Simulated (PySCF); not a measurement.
**What binds GeTe: the parts of the energy along the bond**

State: ¹Σ⁺, singlet, closed shell. RHF-based CCSD(T) in PySCF 2.14 with Ge cc-pwCVDZ-PP with ECP10, Te aug-cc-pVDZ-PP with ECP28 and Ge cc-pwCVTZ-PP with ECP10, Te aug-cc-pVTZ-PP with ECP28 (frozen core orbitals: 13; scalar-relativistic core potentials). Correlation energies are extrapolated as n⁻³ (n = 2, 3), Hartree–Fock as (n+1)·exp(−9√n). CV is the change on freezing 8 orbitals instead, in Ge cc-pwCVTZ-PP with ECP10, Te cc-pwCVTZ-PP with ECP28. All energies in eV from Ge + Te.

```json
{"R (Å)": "2.0694", "HF/CBS": "-1.123", "CCSD corr.": "-1.849", "(T)": "-0.2719", "CV": "-0.1911", "total": "-3.435"}
{"R (Å)": "2.1635", "HF/CBS": "-1.747", "CCSD corr.": "-1.868", "(T)": "-0.2948", "CV": "-0.1490", "total": "-4.058"}
{"R (Å)": "2.2576", "HF/CBS": "-2.030", "CCSD corr.": "-1.890", "(T)": "-0.3210", "CV": "-0.1179", "total": "-4.359"}
{"R (Å)": "2.3516", "HF/CBS": "-2.071", "CCSD corr.": "-1.915", "(T)": "-0.3511", "CV": "-0.0949", "total": "-4.432"}
{"R (Å)": "2.4457", "HF/CBS": "-1.939", "CCSD corr.": "-1.945", "(T)": "-0.3853", "CV": "-0.0780", "total": "-4.347"}
{"R (Å)": "2.5633", "HF/CBS": "-1.614", "CCSD corr.": "-1.987", "(T)": "-0.4343", "CV": "-0.0633", "total": "-4.098"}
{"R (Å)": "2.6809", "HF/CBS": "-1.176", "CCSD corr.": "-2.032", "(T)": "-0.4906", "CV": "-0.0542", "total": "-3.754"}
```

A fit to the total gives Re = 2.3424 Å, De = 4.432 eV, ωe = 324.6 cm⁻¹, Be = 0.06521 cm⁻¹ (masses 73.9212 and 129.9062 u).

**Question.** At R = 2.3516 Å the CCSD correlation energy is -0.425848 hartree in the smaller basis and -0.664410 in the larger. Extrapolate it.

**Answer.** (3³·E3 − 2³·E2)/(3³ − 2³) = -0.76486 hartree; the larger basis holds 86.9 % of it.

The T1 diagnostic is 0.027, large enough to doubt a single reference. The open-shell atoms are computed with UHF. Spin–orbit coupling, excitations beyond (T) and corrections to the Born–Oppenheimer picture are left out, and spin–orbit coupling matters for open p, d or f shells this heavy.
